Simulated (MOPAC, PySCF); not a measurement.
C$_{2}$H$_{5}$FSi, SMILES `C=[SiH]CF` (C–Si–C–F torsion 128°), neutral singlet in the gas phase. 

Cartesian coordinates (Å):
```xyz
9

C      1.7155    -0.3248     0.2797
Si     0.3320     0.5939    -0.0742
C     -1.3987    -0.1572    -0.0952
F     -2.0451     0.1343    -1.2918
H      1.6685    -1.3908     0.4723
H      2.7050     0.1148     0.3282
H      0.3741     2.0456    -0.3539
H     -2.0173     0.2283     0.7217
H     -1.3340    -1.2441     0.0133
```
Charge 0, spin multiplicity 1.

All levels are single points at this geometry (PBE0-D3(BJ)/def2-TZVP); Pople sets use spherical d functions. Orbital energies aren't observables, and empty levels follow the basis.

PBE0-D3(BJ)/def2-TZVP in PySCF gives HOMO (eV) = -6.65.

Question: Estimate the HOMO (eV) from each of these levels: PBE-D3(BJ)/def2-TZVP in PySCF; ωB97X-D3(BJ)/def2-TZVP in PySCF; B3LYP/6-31G* in PySCF; M06-2X/6-31G* in PySCF; SVWN5/6-31G* in PySCF; HF/6-31G* in PySCF; HF/STO-3G in PySCF; PM6 in MOPAC.

Answer: 
| level | HOMO (eV) |
|---|---|
| PBE-D3(BJ)/def2-TZVP in PySCF | -5.68 |
| ωB97X-D3(BJ)/def2-TZVP in PySCF | -8.91 |
| B3LYP/6-31G* in PySCF | -6.22 |
| M06-2X/6-31G* in PySCF | -7.52 |
| SVWN5/6-31G* in PySCF | -5.58 |
| HF/6-31G* in PySCF | -8.54 |
| HF/STO-3G in PySCF | -5.87 |
| PM6 in MOPAC | -8.27 |
